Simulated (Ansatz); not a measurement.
BH₅SiZn (`[BH2][Zn][SiH3]`). Total charge 0; spin multiplicity 1.

```xyz
8

B     1.660    0.055    1.944
Zn    0.301    0.011    0.356
Si   -1.254   -0.042   -1.466
H     1.541   -0.637    2.916
H     2.620    0.775    1.953
H    -0.578   -0.228   -2.785
H    -2.245   -1.152   -1.341
H    -2.047    1.219   -1.576
```

(1) What are the harmonic wavenumbers in cm⁻¹ at PBE0-D4/def2-TZVP (Ansatz, finite differences of forces, unscaled)? (Estimate.)

Results:

(1) The calculation gave: 8, 97, 97, 305, 404, 409, 498, 532, 808, 858, 941, 941, 1150, 2183, 2189, 2190, 2555, 2633.
